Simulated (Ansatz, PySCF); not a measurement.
Noncovalent pair: NH3 (SMILES N) (first 4 atoms) with SiH4 (SMILES [SiH4]); geometry from B3LYP-D3(BJ)/def2-TZVP, rigid monomers moved along the line of their centres of mass till N1···Si5 is 3.28 Å.
(charge 0, multiplicity 1):
```json
[
 {"atom": "N", "x (Å)": "0.0695", "y (Å)": "0.1640", "z (Å)": "-0.0073"},
 {"atom": "H", "x (Å)": "-0.7442", "y (Å)": "0.6433", "z (Å)": "0.3597"},
 {"atom": "H", "x (Å)": "0.0378", "y (Å)": "-0.7928", "z (Å)": "0.3247"},
 {"atom": "H", "x (Å)": "0.8905", "y (Å)": "0.6013", "z (Å)": "0.3945"},
 {"atom": "Si", "x (Å)": "-0.0038", "y (Å)": "0.0441", "z (Å)": "3.2723"},
 {"atom": "H", "x (Å)": "1.2314", "y (Å)": "0.7318", "z (Å)": "2.8347"},
 {"atom": "H", "x (Å)": "-0.0371", "y (Å)": "-0.0100", "z (Å)": "4.7517"},
 {"atom": "H", "x (Å)": "-0.0236", "y (Å)": "-1.3330", "z (Å)": "2.7307"},
 {"atom": "H", "x (Å)": "-1.1860", "y (Å)": "0.7871", "z (Å)": "2.7820"}
]
```

Monomers are frozen at their geometry in the pair; levels with a basis set take the counterpoise correction.

Correlated levels freeze the cores. CBS: X⁻³ extrapolation of the correlation energy, Hartree–Fock from the larger set.

Run with Ansatz (an electronic-structure program); PySCF for the dispersion terms. Values without a source in brackets are computed.

PBE/def2-TZVPPD gives 0.54 kcal/mol for the interaction energy.

Problem. Where do these levels fall relative to PBE: PBE-D3(BJ)/def2-TZVPPD, r2SCAN/def2-TZVPPD, B3LYP/def2-TZVPPD, wB97M-V/def2-TZVPPD, MP2/CBS(aug-cc-pV(D+d)Z, aug-cc-pV(T+d)Z), CCSD(T)/CBS(aug-cc-pV(D+d)Z, aug-cc-pV(T+d)Z).

Solution. PBE-D3(BJ)/def2-TZVPPD -1.23; r2SCAN/def2-TZVPPD -0.62; B3LYP/def2-TZVPPD 1.29; wB97M-V/def2-TZVPPD -0.72; MP2/CBS(aug-cc-pV(D+d)Z, aug-cc-pV(T+d)Z) -0.43; CCSD(T)/CBS(aug-cc-pV(D+d)Z, aug-cc-pV(T+d)Z) -0.63 kcal/mol. 1 of 6 lie above PBE; the widest gap is to B3LYP/def2-TZVPPD.
